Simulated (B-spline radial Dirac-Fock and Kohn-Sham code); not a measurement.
## Form factor and incoherent scattering function of Cu⁹⁺

System: copper as Cu⁹⁺, configuration [Ar] 3d2.

Input of the calculation (task.json; shells as n, l, electrons):

```json
{"items": [{
  "Z": 29,
  "q": 9,
  "cfg": [[1, 0, 2], [2, 0, 2], [2, 1, 6], [3, 0, 2], [3, 1, 6], [3, 2, 2]],
  "A": 63,
  "rrms": 3.8823,
  "do": ["scatter"],
  "s": [0.0, 0.06, 0.08, 0.09, 0.12, 0.14, 0.17, 0.21, 0.26, 0.31, 0.38, 0.46, 0.57, 0.69, 0.84, 1.03, 1.25, 1.53, 1.86, 2.27, 2.77, 3.37, 4.11],
  "pz": [0, 0.1, 0.2, 0.3, 0.4, 0.5, 0.6, 0.8, 1.0, 1.2, 1.4, 1.6, 1.8, 2.0, 2.5, 3.0, 4.0, 5.0, 7.0, 10.0, 15.0, 20.0, 30.0, 40.0, 60.0, 100.0],
  "hv_scatter": [1000, 2000, 5000, 10000, 20000, 50000, 200000, 500000]
}]}
```

Run with: `python xray_run.py task.json out`

Level of theory: Dirac-Fock densities; a B-spline atomic structure program. f₀ is the Fourier transform of the spherical electron density, S the Waller-Hartree incoherent function, and s = sin θ/λ. The electron scattering factor follows from the Mott-Bethe formula f_e = 0.023934 Å⁻¹·(Z − f₀)/s².

```tsv
s (Å⁻¹)	f₀	S	f_e (Å)
0	20.000	0.000	–
0.06	19.856	0.150	60.795
0.08	19.744	0.264	34.613
0.09	19.677	0.333	27.546
0.12	19.433	0.583	15.902
0.14	19.234	0.783	11.925
0.17	18.888	1.129	8.374
0.21	18.345	1.661	5.783
0.26	17.556	2.414	4.052
0.31	16.676	3.226	3.069
0.38	15.358	4.398	2.261
0.46	13.826	5.706	1.716
0.57	11.855	7.342	1.263
0.69	10.057	8.859	0.952
0.84	8.403	10.387	0.699
1.03	7.081	11.853	0.494
1.25	6.158	13.115	0.350
1.53	5.291	14.354	0.242
1.86	4.337	15.516	0.171
2.27	3.272	16.602	0.120
2.77	2.330	17.486	0.083
3.37	1.690	18.138	0.058
4.11	1.322	18.644	0.039
```

f₀ starts at the number of electrons, 20, and has fallen to half at s ≈ 0.70 Å⁻¹. The sum of ⟨r²⟩ over the electrons is 5.476 bohr². For an ion f_e diverges as s goes to zero, because of the net charge.
